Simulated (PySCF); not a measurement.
**AsBr at UHF**

Level: UHF. PySCF, no relativity, basis sets As def2-TZVPPD, Br def2-TZVPPD.

```
state                                            : ³Σ⁻ (triplet), unpaired electrons π ↑↑
bond length                                      : 2.321 Å
harmonic wavenumber                              : 312 cm⁻¹
force constant                                   : 2.21 mdyn/Å
rotational constant Be                           : 0.08144 cm⁻¹
anharmonicity ωexe                               : 0.816 cm⁻¹
vibration–rotation constant αe                   : 0.000284 cm⁻¹
well depth De to As + Br                         : 31.9 kcal/mol
dissociation energy D0                           : 31.5 kcal/mol
bond order (Mayer)                               : 0.94
dipole moment (positive dipole means As(−)Br(+)) : -1.59 D
```

Spin–orbit coupling is left out. Hartree–Fock leaves out correlation, which carries a large part of most bond energies and some tenths to 1 eV of ionisation energies. The state was picked by a PBE0 search and need not be the measured ground state.
